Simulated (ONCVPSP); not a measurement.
## An all-electron radial function and its pseudo partner (Pd)

Columns: radius, all-electron u(r) and pseudo u(r) of the 4s shell (level -110.55 eV) of palladium in the configuration [Ar] 3d10 4s2 4p6 4d8; LDA (Perdew-Zunger), scalar-relativistic, ONCV scheme, ONCVPSP 4.0.1.

```csv
r (bohr),all-electron,pseudo
0.078,0.4007,0.1261
0.155,0.0547,0.2520
0.232,-0.5406,0.3799
0.310,-0.6501,0.5106
0.388,-0.3609,0.6394
0.465,0.0767,0.7604
0.542,0.5011,0.8695
0.620,0.8380,0.9620
0.698,1.0590,1.0308
0.775,1.1731,1.0716
0.852,1.2046,1.0837
0.930,1.1754,1.0671
1.008,1.1062,1.0245
1.085,1.0151,0.9612
1.162,0.9136,0.8826
1.240,0.8085,0.7937
1.318,0.7068,0.7012
1.395,0.6131,0.6116
1.472,0.5277,0.5275
1.550,0.4504,0.4503
1.628,0.3822,0.3822
1.705,0.3236,0.3236
1.782,0.2730,0.2729
1.860,0.2289,0.2289
1.938,0.1914,0.1914
2.015,0.1600,0.1600
```

Q: How many radial nodes do the two functions have?

A: The all-electron 4s function has n − l − 1 = 3 (the table is too coarse to show those close to the nucleus); the pseudo-wave has 0, since the states of the same l below it are removed with the core.

Q: At about which radius was the pseudo-wave matched?

A: 1.55 bohr. The columns agree to 0.0005 from 1.47 bohr on; several derivatives are matched, so the curves merge somewhat inside the radius.

Q: Where does each function peak?

A: Outermost all-electron maximum near 0.85 bohr, pseudo maximum near 0.85 bohr (to the table’s step).

Q: Is the pseudo-wave norm-conserving?

A: Yes: the ONCV scheme keeps the norm inside the radius equal to the all-electron one, which fixes the energy derivative of the logarithmic derivative at the level.
